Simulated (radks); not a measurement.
Ca+, configuration [Ar] 4s1.

Method: scalar-relativistic Kohn-Sham, revPBE, spin-polarised, spherical densities, point nucleus; open shells are filled with parallel spins first; computed with a radial shooting solver on a logarithmic mesh with Libxc functionals.

Energy parts (hartree):
total: -680.22433
kinetic: 684.86687
electron-nucleus: -1610.67987
Hartree: 281.55143
exchange-correlation: -35.96276

Orbitals (lengths in bohr, moments of r in powers of bohr; <r^-3> diverges for s and p1/2):
orbital  occ.  eigenvalue (hartree)  <r^-3>     <r^2>      <r>
1s up       1             -145.4138       -  0.007940  0.07683
1s down     1             -145.4128       -  0.007940  0.07683
2s up       1             -15.48762       -    0.1570   0.3641
2s down     1             -15.48653       -    0.1570   0.3641
2p up       3             -12.55548   187.0    0.1329   0.3277
2p down     3             -12.55442   187.0    0.1329   0.3277
3s up       1              -1.98578       -     1.539    1.155
3s down     1              -1.98177       -     1.534    1.154
3p up       3              -1.28246   19.55     1.896    1.268
3p down     3              -1.27733   19.64     1.881    1.264
4s up       1              -0.34148       -     14.61    3.593

The highest occupied level is 4s up at -9.292 eV. Spin moment in Bohr magnetons: 1. For comparison, the ionisation energy in NIST's Atomic Spectra Database is 11.872 eV (measured). In exact Kohn-Sham theory the highest level is minus the ionisation energy, but local and semilocal functionals leave it too shallow, through self-interaction and a potential that decays too fast; potentials with the right tail come closer.
